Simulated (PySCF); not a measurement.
# CdO: energy against distance

Set-up: basis Cd cc-pVDZ-PP with ECP28, O cc-pVDZ; scalar-relativistic core potentials; PySCF 2.14. Energies in eV from Cd + O in their ground configurations at the same level. State: ³Π (triplet), unpaired electrons σ ↑, π ↑.

```
R (Å)    B3LYP     PBE0     UHF    BP86
1.807  -0.1014  -0.2283  0.9697  -0.440
1.891  -0.5093  -0.6145  0.5184  -0.826
1.975  -0.7270  -0.8106  0.2893  -1.030
2.038  -0.8061  -0.8737  0.2160  -1.101
2.101  -0.8357  -0.8877  0.1982  -1.125
2.164  -0.8308  -0.8682  0.2123  -1.113
2.248  -0.7900  -0.8096  0.2402  -1.063
2.353  -0.7095  -0.7104  0.2449  -0.967
2.479  -0.5990  -0.5835  0.2182  -0.833
2.647  -0.4601  -0.4328  0.1690  -0.659
```

Problem. Put a parabola through the three lowest points of the B3LYP curve and estimate Re, k and ωe (reduced mass 14.03 u; 1 eV/Å² = 0.16022 mdyn/Å; ωe = 1302.8·√(k/μ) cm⁻¹).

Solution. Through R = 2.038, 2.101, 2.164 Å the second-order coefficient is 4.35 eV/Å², so Re ≈ 2.124 Å, k ≈ 1.39 mdyn/Å and ωe ≈ 410 cm⁻¹. A polynomial fit of higher order to the unrounded B3LYP energies gives Re = 2.121 Å, k = 1.21 mdyn/Å, ωe = 383 cm⁻¹; anharmonicity and rounding make the difference.

The higher-order fit for each curve: B3LYP: Re = 2.121 Å, ωe = 383 cm⁻¹, De = 0.84 eV; PBE0: Re = 2.092 Å, ωe = 415 cm⁻¹, De = 0.89 eV; BP86: Re = 2.108 Å, ωe = 399 cm⁻¹, De = 1.12 eV. UHF gives no reliable minimum on this grid.

Spin–orbit coupling is left out. The state was picked by a PBE0 search and need not be the measured ground state.
